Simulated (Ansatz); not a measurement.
Fe (SMILES [Fe]), quintet. Base run: Ansatz (a first-principles code) with PBE0/pcseg-1.

Geometry (Å):
```xyz
1

Fe     0.0000     0.0000     0.0000
```
Charge 0, spin multiplicity 5.
Orbitals are unrestricted.
All else is at Ansatz's defaults.

Each row names what was changed in the base input (with any setting that the change needs).

```json
[
 {"change": "base", "basis functions": "31", "E (Eh)": "-1263.28772"},
 {"change": "basis = cc-pVDZ-DK; relativity = spin-free X2C", "basis functions": "43", "E (Eh)": "-1272.39572"},
 {"change": "basis = cc-pVDZ-DK; relativity = spin-free X2C; nucleus = Gaussian", "basis functions": "43", "E (Eh)": "-1272.39144"},
 {"change": "basis = ANO-RCC-VDZP; relativity = spin-free X2C; nucleus = Gaussian", "basis functions": "34", "E (Eh)": "-1272.39221"},
 {"change": "basis = jorge-DZP-DKH; relativity = spin-free X2C", "basis functions": "43", "E (Eh)": "-1272.34012"},
 {"change": "basis = ANO-RCC-VDZP; relativity = spin-free X2C", "basis functions": "34", "E (Eh)": "-1272.39649"},
 {"change": "basis = cc-pVDZ-DK; relativity = none", "basis functions": "43", "E (Eh)": "-1259.29654"},
 {"change": "basis = jorge-DZP-DKH; relativity = none", "basis functions": "43", "E (Eh)": "-1261.36448"},
 {"change": "basis = jorge-DZP-DKH; relativity = spin-free X2C; nucleus = Gaussian", "basis functions": "43", "E (Eh)": "-1272.33619"},
 {"change": "basis = ANO-RCC-VDZP; relativity = none", "basis functions": "34", "E (Eh)": "-1259.29439"}
]
```

Total energies compare only within one method and basis.

Ansatz warned in this series: the basis is contracted for relativity, which the run leaves out.

Basis sets contracted for a relativistic Hamiltonian are a mismatch without it, so the rows without relativity aren't non-relativistic limits. No row has spin-orbit coupling; sets with core potentials leave out the core electrons.
